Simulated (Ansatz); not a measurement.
Abridged output of a molecular run in Ansatz:

```
Functional definition: HF
1068 factors; integrals over basis functions are off by at most 9.3e-4 eV
mean field evaluation 1: about -16198.2837 eV, gradient 4.5e1 eV
mean field evaluation 2: about -16198.3665 eV, gradient 4.5e1 eV
mean field evaluation 4: about -16202.6421 eV, gradient 3.9e0 eV
mean field evaluation 8: about -16202.6970 eV, gradient 3.0e-1 eV
mean field -16202.69771054 eV, -595.4381582793 hartree, gradient 1.1e-6 eV, S^2 0.000000; 0 other end points of the search recorded, 0 dependent functions left out
10 core orbitals not correlated: weight in the atoms' cores, before any rotation towards them, 1.000 or more for the frozen orbitals, at most 0.000 for the correlated occupied ones
reference -16202.69771054 eV, -595.4381582793 hartree; 17, 17 occupied and 81, 81 virtual orbitals, 1068 factors
second order -23.93778389 eV of doubles, -0.00000000 eV of singles
cycle   1  -24.10748163 eV  change   -1.7e-1 eV  update   1.1e-1
cycle   2  -24.67523409 eV  change   -5.7e-1 eV  update   3.3e-2
cycle   3  -24.82785833 eV  change   -1.5e-1 eV  update   1.7e-2
cycle   4  -24.82185050 eV  change    6.0e-3 eV  update   4.1e-3
cycle   5  -24.81879255 eV  change    3.1e-3 eV  update   1.6e-3
cycle   6  -24.81931554 eV  change   -5.2e-4 eV  update   5.4e-4
cycle   7  -24.81908696 eV  change    2.3e-4 eV  update   1.9e-4
cycle   8  -24.81898224 eV  change    1.0e-4 eV  update   7.6e-5
cycle   9  -24.81899829 eV  change   -1.6e-5 eV  update   3.6e-5
perturbative correction -0.74437553 eV, -0.0273552960 hartree
Total energy: -16228.26108436 eV, -596.3775949396 hartree
```

Its atoms:

Z-matrix (Å, degrees):
```
Si
C 1 1.826
C 1 2.163 2 38.3
N 1 1.794 2 77.8 3 6.3
O 1 1.630 2 123.4 3 120.4
H 1 1.475 2 119.7 3 -102.8
H 2 1.075 1 146.7 3 179.0
F 3 1.322 1 170.8 2 -139.3
H 4 1.011 1 128.0 2 -126.5
H 5 0.959 1 117.3 2 -35.5
```

Q: Which basis set was used?
A. cc-pV(Q+d)Z
B. def2-SVPD
C. def2-TZVPP
D. def2-SVP

A: D. It gives 108 functions.

Q: Write the keys of the input that set method, charge and spin (a neutral closed shell needs none for the last two).

A: 
```yaml
correlation: {method: ccsd_t}
```
